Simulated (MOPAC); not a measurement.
Input for MOPAC: PM3 on C2H9N (a complex), monomers drawn apart or pushed together.

```
PM3 1SCF PRECISE CHARGE=0 THREADS=1
C2H9N

C      0.06534539 1     0.01999414 1     0.07014808 1
H      0.93317877 1    -0.63723233 1     0.01232120 1
H     -0.46566412 1    -0.15390125 1     1.00591265 1
H      0.39821374 1     1.05703365 1     0.02351863 1
H     -0.59431880 1    -0.18274317 1    -0.77340044 1
C      0.39470923 1     0.02397003 1     4.84123786 1
N     -0.98869273 1    -0.38337861 1     4.59861545 1
H      0.56454288 1     1.00291826 1     4.39056483 1
H      1.06733725 1    -0.67811684 1     4.34636366 1
H      0.68351475 1     0.08252148 1     5.89921731 1
H     -1.63666802 1     0.26186725 1     5.03374780 1
H     -1.17027413 1    -1.29805597 1     4.99349618 1
```

The log:

```
*******************************************************************************
 **                                                                           **
 **                              MOPAC v23.2.5                                **
 **                                                                           **
 *******************************************************************************
 ** MOPAC's Digital Object Identifier: https://doi.org/10.5281/zenodo.6511958 **
 **                                                                           **
 ** Please cite the open-source release paper for use of this MOPAC version:  **
 ** J. E. Moussa and J. J. P. Stewart (2026)                                  **
 ** MOPAC: An open-source semiempirical molecular orbital program             **
 ** J. Open Source Softw., 11(119), 8025, https://doi.org/10.21105/joss.08025 **
 *******************************************************************************

                              PM3 CALCULATION RESULTS

 *******************************************************************************
 *  PM3        - The PM3 Hamiltonian to be used
 *
 *
 *
 *                 CHARGE ON SYSTEM = 0
 *
 *
 *
 *  PRECISE    - TIGHTER CRITERIA TO BE USED
 *  1SCF       - DO 1 SCF AND THEN STOP
 *  THREADS=1  - MULTI-THREADING NOT USED
 *  T=         - A TIME OF 172800.0 SECONDS REQUESTED
 *  DUMP=N     - RESTART FILE WRITTEN EVERY 7200.0 SECONDS REQUESTED
 *******************************************************************************
PM3 1SCF PRECISE CHARGE=0 THREADS=1
 C2H9N

   ATOM   CHEMICAL          X               Y               Z
  NUMBER   SYMBOL      (ANGSTROMS)     (ANGSTROMS)     (ANGSTROMS)

     1       C          0.06534539  *   0.01999414  *   0.07014808  *
     2       H          0.93317877  *  -0.63723233  *   0.01232120  *
     3       H         -0.46566412  *  -0.15390125  *   1.00591265  *
     4       H          0.39821374  *   1.05703365  *   0.02351863  *
     5       H         -0.59431880  *  -0.18274317  *  -0.77340044  *
     6       C          0.39470923  *   0.02397003  *   4.84123786  *
     7       N         -0.98869273  *  -0.38337861  *   4.59861545  *
     8       H          0.56454288  *   1.00291826  *   4.39056483  *
     9       H          1.06733725  *  -0.67811684  *   4.34636366  *
    10       H          0.68351475  *   0.08252148  *   5.89921731  *
    11       H         -1.63666802  *   0.26186725  *   5.03374780  *
    12       H         -1.17027413  *  -1.29805597  *   4.99349618  *



          CARTESIAN COORDINATES

    NO.       ATOM           X           Y           Z

     1         C          0.0653      0.0200      0.0701
     2         H          0.9332     -0.6372      0.0123
     3         H         -0.4657     -0.1539      1.0059
     4         H          0.3982      1.0570      0.0235
     5         H         -0.5943     -0.1827     -0.7734
     6         C          0.3947      0.0240      4.8412
     7         N         -0.9887     -0.3834      4.5986
     8         H          0.5645      1.0029      4.3906
     9         H          1.0673     -0.6781      4.3464
    10         H          0.6835      0.0825      5.8992
    11         H         -1.6367      0.2619      5.0337
    12         H         -1.1703     -1.2981      4.9935

  H: (PM3): J. J. P. STEWART, J. COMP. CHEM. 10, 209 (1989).
  C: (PM3): J. J. P. STEWART, J. COMP. CHEM. 10, 209 (1989).
  N: (PM3): J. J. P. STEWART, J. COMP. CHEM. 10, 209 (1989).

           Empirical Formula: C2 H9 N  =    12 atoms



      MOLECULAR POINT GROUP   :   Cs


      RHF CALCULATION, NO. OF DOUBLY OCCUPIED LEVELS = 11


 -------------------------------------------------------------------------------
 PM3 1SCF PRECISE CHARGE=0 THREADS=1
 C2H9N



     1SCF WAS SPECIFIED, SO BFGS WAS NOT USED
     SCF FIELD WAS ACHIEVED


                              PM3 CALCULATION
                                                       MOPAC v23.2.5 Linux




          FINAL HEAT OF FORMATION =        -17.95522 KCAL/MOL =     -75.12463 KJ/MOL


          COSMO AREA              =        122.97 SQUARE ANGSTROMS
          COSMO VOLUME            =         95.38 CUBIC ANGSTROMS

          IONIZATION POTENTIAL    =          9.407866 EV
          HOMO LUMO ENERGIES (EV) =         -9.408  3.050
          NO. OF FILLED LEVELS    =         11
          MOLECULAR WEIGHT        =         47.0998         POINT GROUP:  Cs

          MOLECULAR DIMENSIONS (Angstroms)

            Atom       Atom       Distance
            H    10    H     5     6.79905
            H    11    H     2     3.54338
            H     4    H    12     2.98504


          SCF CALCULATIONS        =          1





   ATOM   CHEMICAL          X               Y               Z
  NUMBER   SYMBOL      (ANGSTROMS)     (ANGSTROMS)     (ANGSTROMS)

     1       C          0.06534539  *   0.01999414  *   0.07014808  *
     2       H          0.93317877  *  -0.63723233  *   0.01232120  *
     3       H         -0.46566412  *  -0.15390125  *   1.00591265  *
     4       H          0.39821374  *   1.05703365  *   0.02351863  *
     5       H         -0.59431880  *  -0.18274317  *  -0.77340044  *
     6       C          0.39470923  *   0.02397003  *   4.84123786  *
     7       N         -0.98869273  *  -0.38337861  *   4.59861545  *
     8       H          0.56454288  *   1.00291826  *   4.39056483  *
     9       H          1.06733725  *  -0.67811684  *   4.34636366  *
    10       H          0.68351475  *   0.08252148  *   5.89921731  *
    11       H         -1.63666802  *   0.26186725  *   5.03374780  *
    12       H         -1.17027413  *  -1.29805597  *   4.99349618  *

                             CARTESIAN COORDINATES

   1    C        0.065345390     0.019994140     0.070148080
   2    H        0.933178770    -0.637232330     0.012321200
   3    H       -0.465664120    -0.153901250     1.005912650
   4    H        0.398213740     1.057033650     0.023518630
   5    H       -0.594318800    -0.182743170    -0.773400440
   6    C        0.394709230     0.023970030     4.841237860
   7    N       -0.988692730    -0.383378610     4.598615450
   8    H        0.564542880     1.002918260     4.390564830
   9    H        1.067337250    -0.678116840     4.346363660
  10    H        0.683514750     0.082521480     5.899217310
  11    H       -1.636668020     0.261867250     5.033747800
  12    H       -1.170274130    -1.298055970     4.993496180


           Empirical Formula: C2 H9 N  =    12 atoms



      MOLECULAR POINT GROUP   :   Cs


                  EIGENVALUES
 -33.16196 -29.63977 -23.10066 -16.32536 -15.30723 -14.11818 -13.45296 -13.45225
 -13.42226 -12.59822  -9.40787   3.04964   3.81847   4.09586   4.35318   4.42920
   4.73666   4.73944   4.82477   5.37552   5.62550


              NET ATOMIC CHARGES AND DIPOLE CONTRIBUTIONS

  ATOM NO.   TYPE          CHARGE      No. of ELECS.   s-Pop       p-Pop
    1          C          -0.115865        4.1159     1.11296     3.00290
    2          H           0.025683        0.9743     0.97432
    3          H           0.038169        0.9618     0.96183
    4          H           0.025715        0.9743     0.97428
    5          H           0.026234        0.9738     0.97377
    6          C          -0.108734        4.1087     1.14655     2.96219
    7          N          -0.034229        5.0342     1.45325     3.58097
    8          H           0.043711        0.9563     0.95629
    9          H           0.043720        0.9563     0.95628
   10          H           0.014880        0.9851     0.98512
   11          H           0.020360        0.9796     0.97964
   12          H           0.020358        0.9796     0.97964
 DIPOLE           X         Y         Z       TOTAL
 POINT-CHG.     0.041     0.013     0.005     0.043
 HYBRID         0.205     0.025     1.399     1.414
 SUM            0.246     0.038     1.403     1.425


          ATOMIC ORBITAL ELECTRON POPULATIONS

     Atom    s        px        py        pz
    1  C   1.11296   1.00031   0.99805   1.00454
    2  H   0.97432
    3  H   0.96183
    4  H   0.97428
    5  H   0.97377
    6  C   1.14655   0.95854   1.01697   0.98668
    7  N   1.45325   0.97122   0.99136   1.61840
    8  H   0.95629
    9  H   0.95628
   10  H   0.98512
   11  H   0.97964
   12  H   0.97964

 **********************
 *                    *
 * JOB ENDED NORMALLY *
 *                    *
 **********************




 == MOPAC DONE ==
```

The run finished.

Cost: about 0.04 core-seconds (a rough figure).
